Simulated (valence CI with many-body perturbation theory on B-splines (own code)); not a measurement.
## Which ion has this spectrum?

A relativistic CI+MBPT calculation for an atom or ion with 52 electrons gives these levels (cm⁻¹):

```
J  Parity      E     g
2    even    0.0  1.45
0    even   6425      
1    even   7048  1.50
2    even  13712  1.05
0    even  29504      
2     odd  80870  1.77
2     odd  81590  1.68
1     odd  83956  1.48
1     odd  84760  1.81
0     odd  85033      
3     odd  85415  1.46
4     odd  85686  1.48
2     odd  85843  1.44
1     odd  87396  1.48
```

The energies are calculated, with errors of about 200 cm⁻¹, more in some levels.

**Question.** Which is it?
A. I+
B. Ba4+
C. Xe2+
D. Cs3+

**Answer.** A. I+, ground level 5s2.5p4 3P_2.
